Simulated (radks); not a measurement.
Species: the tantalum ion Ta5+. Configuration: [Xe] 4f14 5d(up 0, down 0) (the NIST ground configuration). Calculated with a radial shooting solver on a logarithmic mesh with Libxc functionals: scalar-relativistic Kohn-Sham, SCAN, spin-polarised, spherical densities, finite nucleus; meta-GGA in the generalised Kohn-Sham scheme; Fermi nuclear charge, rms radius 5.3507 fm. Some entries of the table are withheld. Estimate them.

orbital,occ.,eigenvalue (eV),<r^2> (bohr^2),<r> (bohr)
1s,2,-67493.40,0.0004788,(1)
2s,2,-11670.28,(2),0.07892
2p,6,-10231.24,0.006083,0.07056
3s,2,(3),0.04784,0.2046
3p,6,-2298.531,0.04860,0.2047
3d,10,-1795.173,0.04043,0.1857
4s,2,-607.7600,0.2373,0.4586
4p,6,-465.8083,0.2701,0.4873
4d,10,-283.4926,0.3171,0.5230
5s,2,-131.2019,1.319,1.085
5p,6,-95.9299,1.736,1.243
4f,14,(4),0.4996,0.6307

Answer. 
(1) 1s <r> (bohr): 0.01867
(2) 2s <r^2> (bohr^2): 0.007369
(3) 3s eigenvalue (eV): -2729.317
(4) 4f eigenvalue (eV): -82.6738
